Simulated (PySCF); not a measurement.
Job for PySCF: R-BP86/LANL2DZ on H4SiSn (SMILES [SiH3][SnH]), a point of a bond scan (R = 2.233 Å).

```python
from pyscf import gto, scf, dft, mp
from pyscf.data.elements import chemcore

mol = gto.M(
    atom='''
    Sn    0.02237086    0.53981681    0.43431833
    H    -0.41337285    1.51871614   -0.98769639
    Si   -0.03832567   -1.60228988   -1.15890495
    H     1.42923809   -1.36809899   -2.82596809
    H    -1.38830314   -1.75349091   -1.76837148
    H     0.27964234   -2.87784461   -0.46489888
    ''',
    basis='lanl2dz',
    ecp={'Si': 'lanl2dz', 'Sn': 'lanl2dz'},
    charge=0, spin=0, verbose=3, max_memory=1800)
mf = dft.RKS(mol, xc='b88,p86')
mf.conv_tol = 1e-8
mf.max_cycle = 100
mf.kernel()
if not mf.converged:
    mf = mf.newton().run(mf.mo_coeff, mf.mo_occ)
```

Task: What total energy does the run end on?

Result: -9.5954 hartree.
